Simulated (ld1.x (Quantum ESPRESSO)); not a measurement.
**Configuration tests for aluminium (TM)**

```
Element                 : Al
Generator               : ld1.x (Quantum ESPRESSO) 7.5
Type                    : norm-conserving Troullier–Martins (Kleinman–Bylander form)
Functional              : PBE
Relativity              : scalar-relativistic
Frozen core             : [Ne]
Valence charge          : 3
Reference configuration : 3s2 3p1
Partial waves           : 3p (bound): rc 1.75 bohr; 3s (bound): rc 2.25 bohr
Local potential         : the s channel
Core correction         : Bessel-smoothed model core, default radius (core density twice the valence density)
```

Energies are relative to the spin-unpolarised reference configuration 3s2 3p1; without spin polarisation the order of configurations can differ from experiment. The frozen-core shift is the all-electron ΔE with the core orbitals held at their reference shape minus the fully relaxed ΔE.

(1) Give the all-electron excitation energy and the error of the potential for: 3s2 3p0; 3s1 3p0; 3s2 3p0.5; 3s1 3p1; 3s2 3p1.3; 3s1 3p2; 3s0 3p3.

Levels in the configuration 3s1 3p0:

| level | all-electron (eV) | pseudo (eV) |
| --- | --- | --- |
| 3s | -23.748 | -23.745 |

Answers

(1)

| valence configuration | charge | ΔE all-electron (eV) | error AE − PS (meV) | frozen-core shift (meV) |
| --- | --- | --- | --- | --- |
| 3s2 3p0 | +1 | 5.761 | +1.7 | +0.9 |
| 3s1 3p0 | +2 | 24.987 | +9.5 | +20 |
| 3s2 3p0.5 | +0.5 | 2.086 | +0.4 | +0.1 |
| 3s1 3p1 | +1 | 11.571 | +5.4 | +4.3 |
| 3s2 3p1.3 | -0.3 | -0.575 | +0.1 | 0.0 |
| 3s1 3p2 | 0 | 5.139 | -1.6 | +1.5 |
| 3s0 3p3 | 0 | 10.451 | -5.2 | +5.9 |
